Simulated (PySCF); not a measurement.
## Simulated absorption spectrum

Species: Ge(tBu)H3, C4H12Ge.
Bonds: Ge1–C2, C2–C3, C2–C4, C2–C5. Hydrogens: H15, H16, H17 on Ge1; H6, H7, H8 on C3; H9, H10, H11 on C4; H12, H13, H14 on C5.

Theory: PySCF, TDDFT CAM-B3LYP/def2-SVPD, vertical, gas phase, core orbitals frozen in the response. Isolated species at its PBE0-D3(BJ)/def2-SVP geometry, gas phase. The CAM-B3LYP/def2-SVPD calculation is non-relativistic and has no spin–orbit coupling, an omission that weighs most on germanium.

Broadening: Gaussians 0.4 eV wide at half height, area fixed by f = 4.319×10⁻⁹ ∫ε dν̃. The width is an assumption, not a result. The curve ends short of the highest state used, and states not computed would add to its high-energy end.

```
λ (nm)  ε (L mol⁻¹ cm⁻¹)
 143.4             24736
 145.3             20844
 147.2             15620
 149.1             16515
 151.0             24451
 152.9             31535
 154.8             29886
 156.7             20551
 158.6             10431
 160.5              4010
 162.4              1275
 164.3               587
 166.2               775
 168.1              1275
 170.0              1724
 171.9              1853
 173.8              1599
 175.7              1124
 177.6               652
 179.5               316
 181.4               129
 183.3                45
 185.2                14
 187.1                 4
```

(1) Where are the band maxima, and which computed states make them?

(2) Coming from long wavelengths, where does ε first pass 100 L mol⁻¹ cm⁻¹?

## Answers

(1) 172 nm (7.23 eV), ε about 1900, made up of S1 (100%); 154 nm (8.08 eV), ε about 32000, made up of S2 (98%) (ε in L mol⁻¹ cm⁻¹; maxima over ε = 5, shares over 10%). At its high-energy end, 8.65 eV, the curve is still rising (ε about 25000, from S5, S6 and S7). The states used: S1 7.23 eV (f 0.028); S2 8.07 eV (f 0.465); S3 8.15 eV (f 0.0052); S4 8.16 eV (f 0.0045); S5 8.55 eV (f 0.119); S6 8.66 eV (f 0.105); S7 8.66 eV (f 0.106); S8 8.80 eV (f 0.022); S9 8.80 eV (f 0.022); S10 8.88 eV (f 0.031); S11 8.89 eV (f 0.031); S12 9.10 eV (f 0.045); S13 9.10 eV (f 0.045); S14 9.25 eV (f 0.0000).

(2) At about 182 nm (6.82 eV), 0.41 eV below S1.

The run took 62 s of wall time (grids of density and orbitals included) on one thread of an Arm Neoverse V2, no GPU, shared host with 96 logical CPUs at a one-minute load of 40, and the process peaked at 1.1 GiB of memory.
